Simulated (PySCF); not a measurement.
Atomic charges by several schemes

Compound: 3-pentyl acetate, C7H14O2.
Geometry (GFN2-xTB, Å), atoms numbered from 1 in this order:
```
atom  x, y, z in Å
C1    -0.216    2.299   -1.338
C2    -1.063    1.035   -1.246
C3    -0.679    0.168   -0.046
C4    -1.586   -1.057    0.090
C5    -1.259   -1.878    1.331
O6     0.676   -0.275   -0.218
C7     1.561   -0.003    0.740
C8     2.921   -0.544    0.371
O9     1.314    0.593    1.755
H10   -0.313    2.889   -0.429
H11   -0.532    2.906   -2.182
H12    0.833    2.045   -1.471
H13   -2.116    1.303   -1.147
H14   -0.943    0.443   -2.156
H15   -0.720    0.763    0.876
H16   -1.475   -1.675   -0.803
H17   -2.620   -0.710    0.139
H18   -1.943   -2.717    1.424
H19   -1.338   -1.263    2.225
H20   -0.245   -2.267    1.275
H21    3.629   -0.323    1.163
H22    2.856   -1.618    0.218
H23    3.251   -0.088   -0.559
```

Density: PBE0/pcSseg-1 (PySCF); schemes: Mulliken, IAO, Hirshfeld and ESP-fitted. Isolated species at its GFN2-xTB geometry (one conformer only).

Question: Give the atomic charges in each scheme.

Answer: In e:

| atom | environment | Mulliken | IAO | Hirshfeld | ESP-fitted |
| --- | --- | --- | --- | --- | --- |
| C1 | methyl carbon | -0.263 | -0.419 | -0.121 | -0.208 |
| C2 | chain CH2 carbon | -0.202 | -0.256 | -0.072 | -0.074 |
| C3 | sp3 carbon bound to oxygen | -0.058 | +0.080 | +0.050 | +0.202 |
| C4 | chain CH2 carbon | -0.203 | -0.257 | -0.072 | -0.056 |
| C5 | methyl carbon | -0.264 | -0.419 | -0.121 | -0.206 |
| O6 | ester single-bonded oxygen | -0.468 | -0.354 | -0.085 | -0.425 |
| C7 | ester carbonyl carbon | +0.379 | +0.527 | +0.220 | +0.877 |
| C8 | methyl carbon next to a carbonyl | -0.236 | -0.475 | -0.123 | -0.700 |
| O9 | ester carbonyl oxygen | -0.413 | -0.469 | -0.262 | -0.586 |
| H10 | methyl hydrogen | +0.115 | +0.141 | +0.041 | +0.057 |
| H11 | methyl hydrogen | +0.117 | +0.143 | +0.042 | +0.069 |
| H12 | methyl hydrogen | +0.118 | +0.139 | +0.033 | +0.058 |
| H13 | methylene hydrogen | +0.119 | +0.137 | +0.044 | +0.039 |
| H14 | methylene hydrogen | +0.117 | +0.135 | +0.036 | +0.046 |
| H15 | methine hydrogen | +0.138 | +0.143 | +0.032 | +0.082 |
| H16 | methylene hydrogen | +0.116 | +0.135 | +0.036 | +0.040 |
| H17 | methylene hydrogen | +0.118 | +0.137 | +0.044 | +0.032 |
| H18 | methyl hydrogen | +0.117 | +0.142 | +0.042 | +0.066 |
| H19 | methyl hydrogen | +0.118 | +0.144 | +0.040 | +0.059 |
| H20 | methyl hydrogen | +0.118 | +0.138 | +0.033 | +0.057 |
| H21 | methyl hydrogen | +0.139 | +0.168 | +0.054 | +0.189 |
| H22 | methyl hydrogen | +0.139 | +0.169 | +0.055 | +0.192 |
| H23 | methyl hydrogen | +0.140 | +0.169 | +0.056 | +0.193 |

Mean size of the charges over all atoms: IAO 0.230 e, ESP-fitted 0.196 e, Mulliken 0.183 e, Hirshfeld 0.075 e. Each set sums to the total charge, 0, to within 0.001 e. The IAO scheme projects the occupied orbitals on a minimal set of polarised atomic orbitals and counts the electrons in each atom's part of it. The Hirshfeld scheme weights the molecular density at each point by an atom's share of the summed free-atom densities.

Lowest charge. The schemes don't all agree: Mulliken O6 (-0.468); IAO C8 (-0.475); Hirshfeld O9 (-0.262); ESP-fitted C8 (-0.700).

Highest charge. All schemes agree: Mulliken C7 (+0.379); IAO C7 (+0.527); Hirshfeld C7 (+0.220); ESP-fitted C7 (+0.877).

Question: How many electrons does the ESP-fitted scheme count on C1?

Answer: Z − q = 6 − (-0.208) = 6.208.

Question: How closely do the schemes follow one another over all atoms?

Answer: Correlation coefficient and root-mean-square difference: Mulliken with IAO 0.96, 0.088 e; IAO with Hirshfeld 0.96, 0.178 e; Mulliken with Hirshfeld 0.92, 0.130 e; Hirshfeld with ESP-fitted 0.91, 0.217 e; IAO with ESP-fitted 0.88, 0.140 e; Mulliken with ESP-fitted 0.83, 0.170 e.
